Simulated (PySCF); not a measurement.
C3H9Bi (SMILES [CH3][Bi]([CH3])[CH3]), singlet, at a GFN2-xTB geometry (such geometries of metal compounds can be far from the true shape) (core potentials on Bi); B3LYP/def2-SV(P) in PySCF.

The PySCF input:
```python
from pyscf import gto, scf, dft

mol = gto.M(
    atom='''
Bi   -0.00265924   -0.00463990    0.32774277
C    -1.05486994   -1.53919065   -0.96882360
H    -0.64425811   -2.52383649   -0.78776141
H    -0.90946744   -1.27908881   -2.00731595
H    -2.11451925   -1.54953889   -0.74958142
C    -0.80582360    1.70974853   -0.92080720
H    -0.65333574    1.48323884   -1.96613109
H    -0.28504596    2.62610321   -0.67562231
H    -1.86385686    1.84117722   -0.73586087
C     1.88353121   -0.13071016   -0.92504196
H     1.61103079   -0.12000137   -1.97045578
H     2.41685485   -1.04639693   -0.70569174
H     2.52628836    0.71436864   -0.71619253
''',
    basis='def2-sv(p)',
    ecp={'Bi': 'def2-sv(p)'},
    verbose=3,
)

mf = dft.UKS(mol)
mf.xc = 'b3lyp'
mf.kernel()
mf.analyze()
```

It wrote (shortened):

```
converged SCF energy = -334.309564110117  <S^2> = 9.6026298e-11  2S+1 = 1
**** MO energy ****
                             alpha | beta                alpha | beta
MO #1   energy= -10.1616985963313  | -10.1616980537699  occ= 1 | 1
MO #2   energy= -10.16169301188    | -10.1616924693129  occ= 1 | 1
MO #3   energy= -10.1616470492886  | -10.161646506857   occ= 1 | 1
MO #4   energy= -5.94876107501705  | -5.9487611180403   occ= 1 | 1
MO #5   energy= -3.68147570456788  | -3.68147573502935  occ= 1 | 1
MO #6   energy= -3.68147494189555  | -3.68147497236012  occ= 1 | 1
MO #7   energy= -3.67702643978298  | -3.67702646573713  occ= 1 | 1
MO #8   energy= -1.03768927232885  | -1.03768933721478  occ= 1 | 1
MO #9   energy= -1.03768894876164  | -1.03768901364425  occ= 1 | 1
MO #10  energy= -1.03285617126237  | -1.03285624993401  occ= 1 | 1
MO #11  energy= -1.03285590688754  | -1.03285598555233  occ= 1 | 1
MO #12  energy= -1.02984320047013  | -1.02984328358761  occ= 1 | 1
MO #13  energy= -0.705639804091804 | -0.705639360943261 occ= 1 | 1
MO #14  energy= -0.662663097497253 | -0.662662464264599 occ= 1 | 1
MO #15  energy= -0.662661327765919 | -0.662660694536921 occ= 1 | 1
MO #16  energy= -0.537679086510582 | -0.537679299824857 occ= 1 | 1
MO #17  energy= -0.412430927401599 | -0.412430866771544 occ= 1 | 1
MO #18  energy= -0.403475934288175 | -0.403475858300497 occ= 1 | 1
MO #19  energy= -0.40347425819138  | -0.403474182196287 occ= 1 | 1
MO #20  energy= -0.390326379064754 | -0.390326280964362 occ= 1 | 1
MO #21  energy= -0.39032571665534  | -0.390325618535419 occ= 1 | 1
MO #22  energy= -0.388679803768232 | -0.388679754920549 occ= 1 | 1
MO #23  energy= -0.274158815289274 | -0.2741581686928   occ= 1 | 1
MO #24  energy= -0.274156541698845 | -0.274155895180402 occ= 1 | 1
MO #25  energy= -0.233809749840068 | -0.233809470333297 occ= 1 | 1
MO #26  energy= 0.00942926375774128 | 0.00942937844469906 occ= 0 | 0
MO #27  energy= 0.00943003609138929 | 0.00943015078187767 occ= 0 | 0
MO #28  energy= 0.0539255714386929 | 0.0539259477686188 occ= 0 | 0
MO #29  energy= 0.0568337104984222 | 0.0568337647144497 occ= 0 | 0
MO #30  energy= 0.110052317757678  | 0.110052460306431  occ= 0 | 0
MO #31  energy= 0.1229179651139    | 0.122918101520796  occ= 0 | 0
MO #32  energy= 0.122919486684564  | 0.122919623120134  occ= 0 | 0
MO #33  energy= 0.13153541317369   | 0.131535463416738  occ= 0 | 0

Dipole moment(X, Y, Z, Debye): -0.00189, -0.00343,  0.24113
```
